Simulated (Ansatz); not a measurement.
Ideal-gas functions of H5PSSn (`[PH2][SnH2][SH]`) at 400 K and 1 bar, from an Ansatz frequency run at PBE0-D4/def2-TZVP.

Molar mass 186.79 g/mol, point group C1 (symmetry number 1), electronic degeneracy 1, moments of inertia 104.999, 263.509, 355.779 u Å². Harmonic wavenumbers (cm⁻¹, unscaled): 48, 87, 106, 320, 349, 354, 489, 566, 653, 697, 707, 715, 1094, 1926, 1931, 2398, 2414, 2716.

Use S(trans) = R[1.5 ln M + 2.5 ln T − 1.1517]; rotational temperatures θ = 24.2544 K / I; S(rot) = R[ln(√π/σ · √(T³/θAθBθC)) + 1.5]; for each mode x = 1.438777 ν̃/T, S = R[x/(eˣ − 1) − ln(1 − e⁻ˣ)] and H = RT x/(eˣ − 1); 1 cm⁻¹ = 0.0119627 kJ/mol; R = 8.31446 J/(mol·K).

Question: By hand: the entropy, in J/(mol·K).

Answer: Translation 180.2. Rotation: θ = 0.231, 0.092, 0.0682 K, giving 119.1. Vibration, mode by mode: 22.93, 18.01, 16.38, 7.59, 6.95, 6.85, 4.61, 3.71, 2.90, 2.56, 2.49, 2.43, 0.82, 0.06, 0.06, 0.01, 0.01, 0.01, in all 98.4. Electronic 0.0. Sum 397.7 J/(mol·K).

Question: By hand: H − E and G − E in kJ/mol, counted from the electronic energy.

Answer: Zero-point energy ½ × 17570 × 0.0119627 = 105.1; thermal vibration 19.2; translation, rotation and pV give 4 RT = 13.3. H − E = 137.6 kJ/mol, and G − E = 137.6 − 400 × 397.7/1000 = -21.5 kJ/mol.

Vibration gives 25 % of the entropy, 57.3 J/(mol·K) of it from the modes under 150 cm⁻¹: soft modes count most, and the harmonic formula is weakest for them. The sum counts one conformer and one mirror image; others add a mixing term.
